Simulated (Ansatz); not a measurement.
Species: sum formula HSiO$_{2}$F$_{2}$, charge 0, multiplicity 2. It need not be the lowest isomer of its formula. 
Coordinates optimised at B3LYP-D3(BJ)/def2-TZVP (Ansatz, a first-principles code):
```
Si
F 1 1.5738
F 1 1.5800 2 106.85
O 1 1.6155 2 107.46 3 123.06
H 4 0.9614 1 120.05 2 -176.76
O 1 1.6503 2 113.29 3 -119.45
```
Charge 0, spin multiplicity 2.

Atomisation energy built up term by term with Ansatz (kcal/mol; UHF references for open shells; valence terms freeze the core; atomic spin-orbit terms are left out). CBS marks a two-point X^-3 extrapolation of the correlation energy; Hartree-Fock from the larger set (for Q and 5 zeta extrapolated as (X+1)exp(-9√X)).

| term | basis | kcal/mol |
|---|---|---|
| Hartree-Fock | CBS(cc-pV(Q+d)Z,cc-pV(5+d)Z) | 435.75 |
| CCSD correlation | CBS(cc-pV(Q+d)Z,cc-pV(5+d)Z) | 163.12 |
| (T) | CBS(cc-pV(Q+d)Z,cc-pV(5+d)Z) | 12.12 |
| core correlation | cc-pwCVTZ | 0.65 |
| scalar relativity (X2C) | cc-pVTZ-DK against cc-pVTZ | -1.80 |
| sum: De |  | 609.8 |

(T) makes 2.0 % of the CCSD(T) atomisation energy; under 5 % is typical of single-reference molecules.
